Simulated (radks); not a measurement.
Values are calculated unless marked as measured or tabulated.
Task: Ag II, configuration [Kr] 4d10. Level of theory: Dirac Kohn-Sham, PBE, spin-unpolarised, spherical densities, point nucleus (a radial shooting solver on a logarithmic mesh with Libxc functionals).

Spin-orbit splittings of the eigenvalues, e(l+1/2) - e(l-1/2), with zeta = 2 splitting/(2l+1) and mean radii in bohr:

shell  occ.  splitting (eV)  zeta (eV)  <r> j=l-1/2  <r> j=l+1/2
2p        6           175.3      116.9       0.1141       0.1192
3p        6           30.94      20.63       0.3600       0.3709
3d       10           6.230      2.492       0.3437       0.3472
4p        6           5.073      3.382       0.9803        1.012
4d       10               ?          ?        1.374        1.396

Estimate the 4d splitting.

Result: 0.5663 eV (zeta = 0.2265 eV).
